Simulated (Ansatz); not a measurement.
Program: Ansatz. Geometries: PBE0-D4/def2-TZVP. ΔE: electronic, gas phase. CCSD(T)/CBS adds triple-zeta CCSD(T) − MP2 to the extrapolated MP2 energy (def2 sets, frozen cores). This one scheme is used for every species. DFT in def2-TZVPP. B3LYP here is the variant with VWN-RPA as its local correlation; programs differ in this. For Ti outer-core shells are correlated without core-valence functions, which leaves a few kJ/mol of doubt a bond. Scalar relativity is left out up to krypton. One conformer a species, not always the lowest.

Consider the redistribution: `COB(S)Cl` + `[F][Ti]([F])([SH])[Cl]` → `COB(F)S` + `[F][Ti]([SH])([Cl])[Cl]`.

Problem. Is it downhill or uphill in electronic energy at CCSD(T)/CBS, and by how much? (Best estimate.)

Solution. Computed: Downhill: ΔE = -8.6 kcal/mol.

Problem. What do these levels give: r2SCAN-D4, B2PLYP, PBE0, B3LYP, HF/def2-TZVPP, SCS-MP2/def2-TZVPP? (Estimate.)

Solution. The calculation gave: r2SCAN-D4 -6.9, B2PLYP -8.9, PBE0 -7.0, B3LYP -8.0, HF/def2-TZVPP -9.9, SCS-MP2/def2-TZVPP -8.6 kcal/mol.

Largest T1 diagnostic among the species: 0.026, so the coupled-cluster value is less sure than usual.

In def2-TZVPP, CCSD(T) changes the Hartree–Fock value by +1.8 kcal/mol (the triples alone add −0.6 kcal/mol) and MP2 by +0.8 kcal/mol. From PBE to PBE0 (25 % exact exchange), in def2-TZVPP and without D4, ΔE moves by −1.4 kcal/mol.
